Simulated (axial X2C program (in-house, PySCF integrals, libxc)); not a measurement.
# Density and ELF of SnGe

All values were computed with an in-house all-electron X2C program for linear molecules (integrals from PySCF). Two-component (2c) means X2C with spin–orbit coupling and atomic mean-field two-electron Coulomb and Gaunt terms. Basis: Sn dyall-cv3z [11s12p9d4f1g], Ge dyall-cv3z [9s9p7d4f1g] (cores contracted in-house); Gaussian nuclei, density fitting, unrestricted open shells. Masses: Sn 119.902 u, Ge 73.921 u.

PBE0, with spin–orbit coupling, state Ω = 1 (⟨Sz⟩ = 1.00, ⟨Lz⟩ = 0.00 at PBE0); Sn at z = 0, Ge at z = 2.574 Å.

The maps cover the half plane through the axis: z from -2.4 to 4.8 Å along the bond, ρ from 0.15 to 2.25 Å away from it (steps of 0.3 Å, the bottom row nearest the axis).

log10 of the density in e/bohr³:

digits 0 to 9 span -4.01 to 1.82 evenly
```
0001111122211111111111000
0011222222222222222211100
0112223333333333333222110
1122333333333333333332211
1223344444444444444433221
1233445555544444555443321
2233456777554455776543322
2233456797654456887544322
```

Electron localisation function (collinear form, no current term, damped to 0 at low density):

digits 0 to 9 span 0.00 to 1.00 evenly
```
0001222222233332222110000
0024454433344443333332100
0356766544455554455665420
2578876433456655566777652
5788864222346664345788874
6888742343236742112689986
7898633777325622552379987
8998635373625615536279997
```

Axial spin density in 10⁻³ e/bohr³:

digits 0 to 9 span -5.81 to 5.81 evenly, values beyond are clipped
```
5555555555555555555555555
5555555666666666666555555
5555556778888888877655555
4555567999999999999765555
4455568999999999999865544
4444568878999999999865444
4444456384566788448644444
4444345097433334924333444
```

One determinant describes the state; a PBE0 search over occupations chose it and may have missed a lower one. Density functionals use the spin component along the axis (collinear). PBE0 can misorder states that lie within some tenths of an eV, so this need not be the ground state of the molecule. The nearest other 2c determinant of the search, Ω = 2, lies 0.30 eV up at the distance of the search. With several unpaired electrons one determinant need not be a pure state. Open-shell Ω = 0 determinants with evenly filled partner blocks cannot be reached by this program, so the Ω shown need not be the lowest component. This is the Ω = 1 component of a π² triplet; the 0⁺ component is not one determinant and can lie lowest.
